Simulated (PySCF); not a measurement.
Orbital picture of RbF

PBE0 at R = 2.257 Å; PySCF, spin-free X2C with a Gaussian nucleus, basis sets Rb x2c-TZVPall, F x2c-TZVPall. State: ¹Σ⁺ (singlet), closed shell. Only the outer orbitals are listed, counted within each symmetry.

```csv
orbital,occ.,ε (eV),on Rb (%),main shells (%)
8σ,2,-33.89,99,99 Rb s
9σ,2,-26.53,3,97 F s
4π,2,-16.92,100,100 Rb p
4π,2,-16.92,100,100 Rb p
10σ,2,-16.57,96,96 Rb p
5π,2,-6.48,4,96 F p
5π,2,-6.48,4,96 F p
11σ,2,-6.40,8,92 F p
12σ,0,-1.00,100,"82 Rb s, 17 Rb p"
6π,0,0.12,100,"83 Rb p, 17 Rb d"
6π,0,0.12,100,"83 Rb p, 17 Rb d"
```

Question: Which are the highest filled and the lowest empty level, where do they sit, and how wide is the gap?

Answer: Highest filled 11σ at -6.40 eV (in %: 92 F p); lowest empty 12σ at -1.00 eV (in %: 82 Rb s, 17 Rb p); the gap at PBE0 is 5.40 eV.

| Item | Value |
| --- | --- |
| bond order (Mayer) | 0.47 |
| ⟨S²⟩ | 0.000 |
| charge on Rb (Mulliken, basis-dependent) | 0.74 |
| charge on Rb (Löwdin, basis-dependent) | 0.66 |
| dipole moment (positive dipole means Rb(−)F(+)) | -8.19 D |
| polarisability along the bond | 26.3 bohr³ |
| polarisability across the bond | 16.3 bohr³ |
